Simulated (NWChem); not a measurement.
Si2NH6 cation

```xyz
9

Si    -0.1396     1.5923     0.0003
N      0.6115     0.1228    -0.0008
Si    -0.1138    -1.5613    -0.0013
H     -1.6137     1.6109     0.0003
H      0.6842     2.8162     0.0014
H      1.6361     0.1414    -0.0012
H      0.3623    -2.2121    -1.2452
H     -1.5752    -1.3011     0.0098
H      0.3805    -2.2194     1.2316
```
Atoms are numbered in this order, from 1.

All runs: NWChem. Pople sets run with spherical d functions. Coordinates come from a PBE0/def2-SVP optimisation. Field at 589 nm.

For level B3LYP/6-31G*:

```yaml
isotropic polarisability (bohr³): 48.5
```

Question: How do the values read with level B3LYP/aug-cc-pVDZ instead?

Answer: 
| Item | Value |
|---|---|
| isotropic polarisability (bohr³) | 58.6 |
